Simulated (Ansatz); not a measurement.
Al(Me)(OH) (CH4AlO), SMILES [CH3][Al][OH], multiplicity 2.

Geometry optimised at PBE0-D3(BJ)/def2-TZVP. The spin state was assumed, not searched. The isomer is the one that the SMILES or the coordinates give; other isomers of the formula were not compared. One conformer was computed; it need not be the lowest.

Two levels are set side by side: PBE/def2-SVPD (Ansatz, a quantum-chemistry and plane-wave program) and ωB97X-V/def2-SVPD (Ansatz). Energy differences of separate SCF runs at the same geometry; the states with an electron removed or added have multiplicity 1 and 1. Differences are taken from unrounded values.

| quantity | ωB97X-V |
|---|---|
| vertical ionisation energy (eV) | 7.48 |
| vertical electron affinity (eV) | 0.64 |

**Question.** What does PBE give, and how far is it from ωB97X-V? (The exact figures need the calculation; the answer reports its results.)

**Answer.** 
| quantity | PBE | PBE minus ωB97X-V |
|---|---|---|
| vertical ionisation energy (eV) | 7.40 | -0.08 |
| vertical electron affinity (eV) | 0.69 | 0.04 |
